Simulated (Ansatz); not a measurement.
Relaxation of C2H11NSi3 (17 atoms, charge 0, multiplicity 1), to a largest force component of 0.015 eV/Å in at most 40 steps.

Level of theory: RKS PBE-D4/6-31G (Ansatz 0.2.0).

```xyz
17
Properties=species:S:1:pos:R:3:forces:R:3
Si -1.604 -2.045 -0.469 -1.71 0.97 -0.41
C -0.352 -1.379 0.691 1.21 0.55 1.82
C 0.164 0.014 0.355 0.53 -1.17 -0.02
Si 1.764 0.045 -0.851 -2.24 -0.07 -0.09
N -0.398 1.008 0.922 -0.71 -0.54 0.47
Si 0.009 2.703 0.749 0.14 0.96 0.35
H -2.032 -3.375 -0.099 -0.33 -1.19 0.32
H -2.820 -1.116 -0.503 0.14 -0.19 0.08
H -1.087 -2.036 -1.814 0.56 -0.14 -1.35
H 0.483 -2.091 0.759 0.26 -0.16 -0.14
H -0.783 -1.345 1.724 -0.02 0.13 -0.46
H 1.355 0.770 -2.077 -0.03 0.37 -0.47
H 2.033 -1.327 -1.226 0.47 -1.11 -0.26
H 2.839 0.715 -0.210 1.46 0.79 0.81
H -0.092 3.009 -0.685 -0.06 0.48 -0.83
H -0.914 3.548 1.570 -0.10 0.10 0.04
H 1.418 2.902 1.203 0.42 0.22 0.14
```

**Question.** Where does it end, and by what steps?

**Answer.** It converged. The force dipped under the threshold on the way, but the program's further checks kept it going. Limits of this set-up: no polarisation functions. After 23 steps the energy has fallen by 0.591 eV; H17 moved furthest, 1.28 Å.

| step | energy less start (eV) | largest force component (eV/Å) | accepted |
| --- | --- | --- | --- |
| 0 | 0.0000 | 2.241 | yes |
| 1 | -0.4431 | 1.086 | yes |
| 2 | -0.5247 | 0.472 | yes |
| 3 | -0.5438 | 0.182 | yes |
| 4 | -0.5452 | 0.118 | yes |
| 5 | -0.5467 | 0.087 | yes |
| 6 | -0.5473 | 0.053 | yes |
| 7 | -0.5479 | 0.051 | yes |
| 8 | -0.5486 | 0.227 | yes |
| 9 | -0.5516 | 0.117 | yes |
| 10 | -0.5594 | 0.034 | yes |
| 11 | -0.5632 | 0.079 | yes |
| 12 | -0.5664 | 0.235 | yes |
| 13 | -0.5732 | 0.114 | yes |
| 14 | -0.5805 | 0.051 | yes |
| 15 | -0.5823 | 0.196 | yes |
| 16 | -0.5865 | 0.064 | yes |
| 17 | -0.5883 | 0.066 | yes |
| 18 | -0.5896 | 0.062 | yes |
| 19 | -0.5902 | 0.064 | yes |
| 20 | -0.5907 | 0.037 | yes |
| 21 | -0.5910 | 0.009 | yes |
| 22 | -0.5911 | 0.008 | yes |
| 23 | -0.5911 | 0.009 | yes |

```xyz
17
Properties=species:S:1:pos:R:3
Si -1.649 -2.010 -0.396
C -0.228 -1.432 0.802
C 0.258 -0.055 0.414
Si 1.566 -0.004 -1.064
N -0.213 0.975 1.040
Si 0.110 2.750 0.812
H -2.026 -3.445 -0.094
H -2.857 -1.118 -0.220
H -1.181 -1.923 -1.835
H 0.581 -2.182 0.752
H -0.644 -1.399 1.824
H 1.018 0.788 -2.232
H 1.906 -1.403 -1.534
H 2.834 0.673 -0.587
H 1.103 3.125 -0.283
H -1.222 3.394 0.504
H 0.623 3.267 2.136
```

Run time: 2.9 min on 1 thread of Arm Neoverse V1 (shared host), peak memory 0.16 GiB.
